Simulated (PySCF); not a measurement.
Cd(NH2)(SeH) (CdH₃NSe), SMILES [Cd]([NH2])[SeH].

Coordinates come from a B3LYP-D3(BJ)/def2-SVP optimisation. The structure was generated by enumeration; whether it is a known compound was not checked. The def2 effective core potentials stand for the cores of Cd; spin–orbit coupling is left out. The values are those of a single conformer.

Computed with C-PCM-ωB97X/def2-SVP in PySCF.

The values are the electrostatic part of the solvation free energy, E(continuum) − E(gas) at the gas-phase geometry, in a cavity of scaled van der Waals radii (PySCF's table); cavitation and dispersion terms are not included. A continuum can't describe solvent molecules that bind to the metal. In vacuum the orbital gap is 9.79 eV. The dipole moment in vacuum is 2.32 D.

Computed values in water (ε = 78.36), dimethylsulfoxide (ε = 46.83), acetone (ε = 20.49):
```
solvent                ε  ΔG(elec) (kcal/mol)  dipole (D)  gap (eV)
-----------------  -----  -------------------  ----------  --------
water              78.36                -13.3        3.33     10.43
dimethylsulfoxide  46.83                -13.1        3.32     10.43
acetone            20.49                -12.7        3.28     10.40
```
